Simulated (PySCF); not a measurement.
PySCF 2.14 output of an unrestricted M06 calculation on a single atom or ion in aug-cc-pVTZ, with the non-relativistic Hamiltonian (point nucleus):

```
SCF conv_tol = 1e-09
number electrons alpha = 14  beta = 10
    Y. Zhao and D. G. Truhlar.,  Theor. Chem. Acc. 120, 215 (2008)
    Y. Zhao and D. G. Truhlar.,  Theor. Chem. Acc. 120, 215 (2008)
cycle= 1 E= -1380.52332542306  delta_E= -0.00482  |g|= 0.0248  |ddm|= 0.379
cycle= 2 E= -1380.52335873762  delta_E= -3.33e-05  |g|= 0.0188  |ddm|= 0.0863
cycle= 3 E= -1380.52340814029  delta_E= -4.94e-05  |g|= 0.00217  |ddm|= 0.0379
cycle= 4 E= -1380.52340876159  delta_E= -6.21e-07  |g|= 6.63e-05  |ddm|= 0.00413
cycle= 5 E= -1380.52340876297  delta_E= -1.37e-09  |g|= 4.71e-06  |ddm|= 0.000169
cycle= 6 E= -1380.52340876298  delta_E= -1.07e-11  |g|= 6.27e-07  |ddm|= 6.28e-06
converged SCF energy = -1380.52340876298  <S^2> = 6.0030491  2S+1 = 5.0012195
```

The run itself started from symmetry-adapted Hartree-Fock orbitals and held the occupation by maximum overlap, on a logarithmic radial grid, so the iterations belong to that start.

Question: Which element, charge and spin multiplicity is this?

Answer: Co³⁺ (cobalt, charge +3), multiplicity 5; the state was [Ar] 3d6, high-spin 5D determinant.
